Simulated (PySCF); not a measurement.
ClMg, charge +2, doublet, geometry from GFN2-xTB of the parent state (such geometries of metal compounds can be far from the true shape) (a state made from the parent by changing its charge; the spin is typed, not shown lowest); R2SCAN/pcseg-1 in PySCF.

The PySCF input:
```python
from pyscf import gto, scf, dft

mol = gto.M(
    atom='''
Mg   -0.000000   -0.000000   -1.210803
Cl    0.000000    0.000000    0.854684
''',
    basis='pcseg-1',
    charge=2,
    spin=1,
    verbose=4,
)

mf = dft.UKS(mol)
mf.xc = 'r2scan'
mf.kernel()
mf.analyze()
```

**Question.** Write the output that PySCF gives for this input, abridged.

**Answer.** 
```
PySCF version 2.14.0

[INPUT] verbose = 4
[INPUT] num. atoms = 2
[INPUT] num. electrons = 27
[INPUT] charge = 2
[INPUT] spin (= nelec alpha-beta = 2S) = 1
[INPUT] symmetry False subgroup None
[INPUT] Mole.unit = angstrom
[INPUT] Symbol           X                Y                Z      unit          X                Y                Z       unit  Magmom
[INPUT]  1 Mg     0.000000000000   0.000000000000  -1.210803000000 AA    0.000000000000   0.000000000000  -2.288086060802 Bohr   0.0
[INPUT]  2 Cl     0.000000000000   0.000000000000   0.854684000000 AA    0.000000000000   0.000000000000   1.615118683048 Bohr   0.0

nuclear repulsion = 52.2647448411343
number of shells = 5
number of NR pGTOs = 77
number of NR cGTOs = 28
basis = pcseg-1
ecp = {}

******** <class 'pyscf.dft.uks.UKS'> ********
method = UKS
initial guess = minao
damping factor = 0
level_shift factor = 0
DIIS = <class 'pyscf.scf.diis.CDIIS'>
diis_start_cycle = 1
diis_space = 8
diis_damp = 0
SCF conv_tol = 1e-09
SCF conv_tol_grad = None
SCF max_cycles = 50
direct_scf = True
direct_scf_tol = 1e-13
number electrons alpha = 14  beta = 13
XC library pyscf.dft.libxc version 7.1.2
    S. Lehtola, C. Steigemann, M. J. T. Oliveira, and M. A. L. Marques,  SoftwareX 7, 1–5 (2018)
XC functionals = r2scan
    J. W. Furness, A. D. Kaplan, J. Ning, J. P. Perdew, and J. Sun,  J. Phys. Chem. Lett. 11, 8208–8215 (2020)
    J. W. Furness, A. D. Kaplan, J. Ning, J. P. Perdew, and J. Sun,  J. Phys. Chem. Lett. 11, 9248–9248 (2020)
    J. W. Furness, A. D. Kaplan, J. Ning, J. P. Perdew, and J. Sun,  J. Phys. Chem. Lett. 11, 8208–8215 (2020)
    J. W. Furness, A. D. Kaplan, J. Ning, J. P. Perdew, and J. Sun,  J. Phys. Chem. Lett. 11, 9248–9248 (2020)
radial grids:
    Treutler-Ahlrichs [JCP 102, 346 (1995); DOI:10.1063/1.469408] (M4) radial grids

becke partition: Becke, JCP 88, 2547 (1988); DOI:10.1063/1.454033
pruning grids: <function nwchem_prune>
grids dens level: 3
symmetrized grids: False
atomic radii adjust function: <function treutler_atomic_radii_adjust>
small_rho_cutoff = 0
Set gradient conv threshold to 3.16228e-05
tot grids = 37464
init E= -660.306928257878

cycle= 1 E= -659.290016949525  delta_E= 1.02  |g|= 0.163  |ddm|= 1.44
cycle= 2 E= -659.306977620211  delta_E= -0.017  |g|= 0.0821  |ddm|= 0.474
cycle= 3 E= -659.310956568338  delta_E= -0.00398  |g|= 0.0123  |ddm|= 0.128
cycle= 4 E= -659.31105315945  delta_E= -9.66e-05  |g|= 0.00168  |ddm|= 0.0197
cycle= 5 E= -659.311054984846  delta_E= -1.83e-06  |g|= 0.000955  |ddm|= 0.00531
cycle= 6 E= -659.311055652575  delta_E= -6.68e-07  |g|= 9.73e-05  |ddm|= 0.00192
cycle= 7 E= -659.311055664326  delta_E= -1.18e-08  |g|= 1.62e-05  |ddm|= 0.000283
cycle= 8 E= -659.311055665681  delta_E= -1.36e-09  |g|= 1.11e-05  |ddm|= 0.00015
cycle= 9 E= -659.311055666714  delta_E= -1.03e-09  |g|= 1.1e-05  |ddm|= 0.000131
cycle= 10 E= -659.311055668179  delta_E= -1.47e-09  |g|= 1.1e-05  |ddm|= 0.000187
cycle= 11 E= -659.311055669692  delta_E= -1.51e-09  |g|= 1.1e-05  |ddm|= 0.000193
cycle= 12 E= -659.311055671632  delta_E= -1.94e-09  |g|= 1.1e-05  |ddm|= 0.000248
cycle= 13 E= -659.311055674158  delta_E= -2.53e-09  |g|= 1.1e-05  |ddm|= 0.000323
cycle= 14 E= -659.311055739726  delta_E= -6.56e-08  |g|= 1.16e-05  |ddm|= 0.00868
cycle= 15 E= -659.311055742723  delta_E= -3e-09  |g|= 1.12e-05  |ddm|= 0.000413
cycle= 16 E= -659.311055781498  delta_E= -3.88e-08  |g|= 1.33e-05  |ddm|= 0.00558
cycle= 17 E= -659.311055768126  delta_E= 1.34e-08  |g|= 1.68e-05  |ddm|= 0.00196
cycle= 18 E= -659.311055853876  delta_E= -8.58e-08  |g|= 0.000229  |ddm|= 0.0588
cycle= 19 E= -659.311055909385  delta_E= -5.55e-08  |g|= 0.000128  |ddm|= 0.0121
cycle= 20 E= -659.311055915429  delta_E= -6.04e-09  |g|= 3.45e-05  |ddm|= 0.0147
cycle= 21 E= -659.311055909483  delta_E= 5.95e-09  |g|= 8.52e-05  |ddm|= 0.0196
cycle= 22 E= -659.311055924528  delta_E= -1.5e-08  |g|= 8.74e-06  |ddm|= 0.00715
cycle= 23 E= -659.311055925454  delta_E= -9.25e-10  |g|= 4.28e-06  |ddm|= 0.00303
Extra cycle  E= -659.311055925468  delta_E= -1.43e-11  |g|= 5.79e-07  |ddm|= 5.34e-06
converged SCF energy = -659.311055925468  <S^2> = 0.75387772  2S+1 = 2.003874
**** SCF Summaries ****
Total Energy =                        -659.311055925467940
Nuclear Repulsion Energy =              52.264744841134316
One-electron Energy =                -1002.713260631595404
Two-electron Energy =                  291.137459864993161
Two-electron Coulomb Energy =          335.358106417107422
DFT Exchange-Correlation Energy =      -44.220646552114246
**** MO energy ****
                             alpha | beta                alpha | beta
MO #1   energy= -101.715485554025  | -101.706283560127  occ= 1 | 1
MO #2   energy= -47.2231621379306  | -47.2231832111656  occ= 1 | 1
MO #3   energy= -9.90098307717604  | -9.89550500065808  occ= 1 | 1
MO #4   energy= -7.66284760583563  | -7.64042861897107  occ= 1 | 1
MO #5   energy= -7.64196891979942  | -7.63731494967158  occ= 1 | 1
MO #6   energy= -7.63726678081004  | -7.63266870586432  occ= 1 | 1
MO #7   energy= -3.70736766483111  | -3.70740355199902  occ= 1 | 1
MO #8   energy= -2.44044736902711  | -2.44055950923492  occ= 1 | 1
MO #9   energy= -2.43961177306079  | -2.43957150684963  occ= 1 | 1
MO #10  energy= -2.43870014039698  | -2.43874695216882  occ= 1 | 1
MO #11  energy= -1.32510958643711  | -1.26359010615809  occ= 1 | 1
MO #12  energy= -0.880678370413759 | -0.849583015031774 occ= 1 | 1
MO #13  energy= -0.867177444388691 | -0.799438602792016 occ= 1 | 1
MO #14  energy= -0.818045171762058 | -0.757594520988688 occ= 1 | 0
MO #15  energy= -0.556567792356701 | -0.552986190770647 occ= 0 | 0
MO #16  energy= -0.426031261765231 | -0.418800981788534 occ= 0 | 0
MO #17  energy= -0.420232954106871 | -0.416494261863023 occ= 0 | 0
MO #18  energy= -0.314563588692041 | -0.307261222258462 occ= 0 | 0
MO #19  energy= -0.252151688007741 | -0.245008205285123 occ= 0 | 0
MO #20  energy= -0.0529016289287115 | -0.0193216162792184 occ= 0 | 0
MO #21  energy= -0.02769820806328  | -0.013011517015352 occ= 0 | 0
MO #22  energy= -0.0276945510239866 | -0.0124091123411445 occ= 0 | 0

To work with the spin densities directly, `use mulliken_meta_spin()` only printing them here.

 ** Mulliken spin pop alpha/beta on meta-lowdin orthogonal AOs **
 ** Mulliken Spin Density (per AO)  **
spin_pop of  0 Mg 1s       -0.00000
spin_pop of  0 Mg 2s       -0.00000
spin_pop of  0 Mg 3s       -0.00950
spin_pop of  0 Mg 4s       -0.00058
spin_pop of  0 Mg 2px       0.00001
spin_pop of  0 Mg 2py       0.00000
spin_pop of  0 Mg 2pz       0.00000
spin_pop of  0 Mg 3px       0.00149
spin_pop of  0 Mg 3py      -0.00085
spin_pop of  0 Mg 3pz      -0.00078
spin_pop of  1 Cl 1s       -0.00000
spin_pop of  1 Cl 2s       -0.00001
spin_pop of  1 Cl 3s        0.00327
spin_pop of  1 Cl 4s        0.00012
spin_pop of  1 Cl 2px       0.00004
spin_pop of  1 Cl 2py       0.00001
spin_pop of  1 Cl 2pz       0.00000
spin_pop of  1 Cl 3px       0.82671
spin_pop of  1 Cl 3py       0.16450
spin_pop of  1 Cl 3pz       0.00663
spin_pop of  1 Cl 4px       0.00381
spin_pop of  1 Cl 4py       0.00135
spin_pop of  1 Cl 4pz       0.00059
spin_pop of  1 Cl 3dxy      0.00034
spin_pop of  1 Cl 3dyz      0.00061
spin_pop of  1 Cl 3dz^2    -0.00037
spin_pop of  1 Cl 3dxz      0.00234
spin_pop of  1 Cl 3dx2-y2    0.00028
 ** Mulliken Spin Density (per atom)  **
spin density of  0 Mg =     -0.01022
spin density of  1 Cl =      1.01022
 ** Mulliken pop alpha/beta on meta-lowdin orthogonal AOs **
 ** Mulliken pop       alpha | beta **
pop of  0 Mg 1s        1.00000 | 1.00000
pop of  0 Mg 2s        0.99997 | 0.99997
pop of  0 Mg 3s        0.08065 | 0.09014
pop of  0 Mg 4s        0.00269 | 0.00326
pop of  0 Mg 2px       0.99999 | 0.99999
pop of  0 Mg 2py       1.00000 | 0.99999
pop of  0 Mg 2pz       0.99998 | 0.99998
pop of  0 Mg 3px       0.00242 | 0.00094
pop of  0 Mg 3py       0.00387 | 0.00472
pop of  0 Mg 3pz       0.00529 | 0.00607
pop of  1 Cl 1s        1.00000 | 1.00000
pop of  1 Cl 2s        0.99993 | 0.99994
pop of  1 Cl 3s        0.97681 | 0.97355
pop of  1 Cl 4s        0.00169 | 0.00157
pop of  1 Cl 2px       0.99998 | 0.99994
pop of  1 Cl 2py       0.99998 | 0.99998
pop of  1 Cl 2pz       0.99998 | 0.99998
pop of  1 Cl 3px       0.99086 | 0.16415
pop of  1 Cl 3py       0.99128 | 0.82678
pop of  1 Cl 3pz       0.92386 | 0.91723
pop of  1 Cl 4px       0.00399 | 0.00019
pop of  1 Cl 4py       0.00223 | 0.00088
pop of  1 Cl 4pz       0.00236 | 0.00177
pop of  1 Cl 3dxy      0.00051 | 0.00016
pop of  1 Cl 3dyz      0.00264 | 0.00204
pop of  1 Cl 3dz^2     0.00588 | 0.00625
pop of  1 Cl 3dxz      0.00275 | 0.00041
pop of  1 Cl 3dx2-y2    0.00041 | 0.00013
In total            14.00000 | 13.00000
 ** Mulliken atomic charges   ( Nelec_alpha | Nelec_beta ) **
charge of  0Mg =      1.80007  (     5.09486      5.10507 )
charge of  1Cl =      0.19993  (     8.90514      7.89493 )

WARN: System has nonzero charge 2; the dipole moment is origin-dependent.
Location of origin: [0. 0. 0.]

Dipole moment(X, Y, Z, Debye):  0.00000,  0.00000, -8.62427
```
